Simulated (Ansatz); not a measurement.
Cartesian coordinates in Å:
```
C -0.647 2.628 0.318
O -0.141 1.366 0.612
Hf 0.504 -0.407 0.842
F -0.003 -0.999 2.594
Se 3.095 -0.424 0.545
O -0.147 -1.610 -0.476
C -0.756 -2.384 -1.459
H 0.158 3.291 -0.012
H -1.396 2.568 -0.478
H -1.116 3.065 1.205
H 3.214 0.695 1.494
H -0.637 -3.447 -1.231
H -0.303 -2.184 -2.435
H -1.825 -2.159 -1.519
```

Charge 0, multiplicity 1. Hf: def2 effective core potential.

(1) List the PBE/def2-TZVPP orbital energies in eV (Ansatz). (Estimate.)

## Answers

(1) Ansatz gave: Occupied: -12301.62, -1561.61, -1402.40, -1402.34, -1402.32, -658.97, -510.66, -510.54, -270.46, -270.40, -204.60, -149.95, -149.78, -149.71, -64.08, -53.03, -52.99, -52.93, -52.80, -52.80, -34.24, -34.16, -33.80, -27.45, -24.99, -24.79, -16.88, -16.70, -16.62, -11.93, -11.66, -11.30, -11.29, -11.21, -11.14, -9.96, -9.45, -9.38, -9.13, -7.59, -7.41, -7.22, -7.05, -6.70, -5.69. Lowest empty: -1.24, -0.96, -0.79, -0.56, -0.10, 0.10, 0.58, 0.91.
